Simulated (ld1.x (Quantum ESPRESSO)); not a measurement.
**I: variants of one TM potential**

Base potential:

ld1.x (Quantum ESPRESSO) 7.5 input, shortened:

```
&input
   title='I', zed=53., rel=0, dft='PBESOL', iswitch=3,
   config='[Kr] 4d10 5s2 5p5 5d-2'
 /
 &inputp
   pseudotype=2, tm=.true., lloc=-2, rcloc=1.60,
   nlcc=.true., new_core_ps=.true., rcore=1.10
 /
3
5S  1  0   2.00   0.00  1.60  1.60  0.0
5P  2  1   5.00   0.00  1.90  1.90  0.0
5D  3  2  -2.00   0.25  1.95  1.95  0.0
 &test
   configts(1)='5s2 5p5'
 /
```

Cutoffs, loose and tight: the cutoffs (Ry, on a coarse ladder) from which the occupation-weighted sum of valence levels, in a spherical-Bessel basis at the reference potential, stays within 10 and 1 mRy of its value at 400 Ry. They do not see the model core or the augmentation charge, which bear on the density cutoff. Test errors are all-electron minus pseudo excitation energies from the reference, over the configurations 5s2 5p4; 5s2 5p3; 5s2 5p2; 5s2 5p4.5; 5s1 5p6; 5s2 5p5.3; 5s1 5p5. A dash means not determined; rows that change the core or the reference have their own tests.

A true bound ghost makes a file unfit for plane-wave use even where its test errors are small: the radial tests pick states by their node count and pass the ghost by.

```tsv
change	outcome	cutoff, loose	cutoff, tight	bound ghosts	largest test error (meV)
base	generated	35 Ry	70 Ry	none	+37
wave 5d channel at 0.25 Ry: rc 1.95 bohr becomes 5d channel at 0.25 Ry: rc 1.74 bohr	generated	35 Ry	70 Ry	d	+37
type PAW; waves now 5s (bound): rcut 1.40, rcutus 1.60 bohr; 5s channel at 0.25 Ry: rcut 1.40, rcutus 1.60 bohr; 5p (bound): rcut 1.65, rcutus 1.90 bohr; 5p channel at 0.15 Ry: rcut 1.65, rcutus 1.90 bohr; 5d channel at 0.25 Ry: rcut 1.70, rcutus 1.95 bohr; 5d channel at 0.95 Ry: rcut 1.70, rcutus 1.95 bohr; local potential all-electron potential smoothed inside 1.85 bohr (lloc = -1); augmentation PSQ, inside the norm-conserving radii	failed: new_paw_hamiltonian: negative rho	–	–	–	–
core correction none	generated	35 Ry	70 Ry	none	+70
wave 5d channel at 0.25 Ry: rc 1.95 bohr becomes 5d channel at 0.5 Ry: rc 1.95 bohr	generated	35 Ry	70 Ry	none	+37
```

(1) What comes out with this change to the base: wave 5p (bound): rc 1.90 bohr becomes 5p (bound): rc 1.24 bohr?

(2) What comes out with this change to the base: scalar-relativistic?

Results:

(1) outcome: generated; cutoff, loose: over 300 Ry; cutoff, tight: over 300 Ry; bound ghosts: p; largest test error (meV): -68.

(2) outcome: generated; cutoff, loose: 35 Ry; cutoff, tight: 60 Ry; bound ghosts: none; largest test error (meV): -8.2.
